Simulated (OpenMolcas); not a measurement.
Ti3+ in trigonal planar coordination: ligands and hosts compared

| Item | Value |
| --- | --- |
| Program | OpenMolcas |
| Method | CASSCF |
| Active space | 1 electron in 5 orbitals (3d) |
| Spin-orbit coupling | RASSI with atomic mean-field integrals over the reference wave functions |

Distances were set from a Shannon-type radius of the metal (high-spin where two are listed, low-spin for CN, NH3 and NCH) plus a fixed donor radius (Cl 1.76, S 1.78, I 2.13, NH3 1.42 Å). Anionic complexes are neutralised by point charges, and hosts are embedded clusters. Ligand basis ANO-RCC-VDZP. States (labels of the rotation group of each site). Energies in cm-1 above the lowest state or level, χT in cm3 K/mol.

```json
{"Ligand or host": "Cl", "R (Å)": "2.23", "Metal basis": "ANO-RCC-VTZP", "Outer charge (e at Å behind ligand)": "", "Ground state": "2A1", "First state of that spin": "2E 2542", "First gap with spin-orbit (degeneracies)": "2494 (2, 2)", "χT at 300 K": "0.411"}
{"Ligand or host": "S", "R (Å)": "2.25", "Metal basis": "ANO-RCC-VDZP", "Outer charge (e at Å behind ligand)": "1 at 2.6", "Ground state": "2A1", "First state of that spin": "2E 4299", "First gap with spin-orbit (degeneracies)": "4247 (2, 2)", "χT at 300 K": "0.395"}
{"Ligand or host": "I", "R (Å)": "2.6", "Metal basis": "ANO-RCC-VTZP", "Outer charge (e at Å behind ligand)": "", "Ground state": "2A1", "First state of that spin": "2E 2169", "First gap with spin-orbit (degeneracies)": "2118 (2, 2)", "χT at 300 K": "0.438"}
{"Ligand or host": "NH3", "R (Å)": "1.9", "Metal basis": "ANO-RCC-VDZP", "Outer charge (e at Å behind ligand)": "", "Ground state": "2S+1 = 2", "First state of that spin": "817.5", "First gap with spin-orbit (degeneracies)": "153.9 (2, 2)", "χT at 300 K": "0.452"}
```

The rows also differ in their metal basis and outer charges, so part of each step comes from that.

Ligand-to-metal charge-transfer states are missing. With metal d orbitals alone and no dynamic correlation the field as a rule comes out too small, by tens of per cent, by up to half for chloride and softer ligands (holds for Cl; S; I). The least metal-like active orbital is 83 % on the metal (Löwdin) and no ligand orbital is active, so the numbers are rough (holds for S). The sulfide ions are held by bare point charges, a crude embedding (holds for S). An orbital doublet at a regular site is open to a Jahn-Teller distortion, which this geometry leaves out (holds for NH3). The least metal-like active orbital is 79 % on the metal (Löwdin) and no ligand orbital is active, so the numbers are rough (holds for NH3). With metal d orbitals alone the field can be off either way by tens of per cent (holds for NH3). No measured value stands beside these numbers; the geometry was imposed, not optimised, and the real ion may take another.

A state without a sure symmetry label is named by its multiplicity alone.
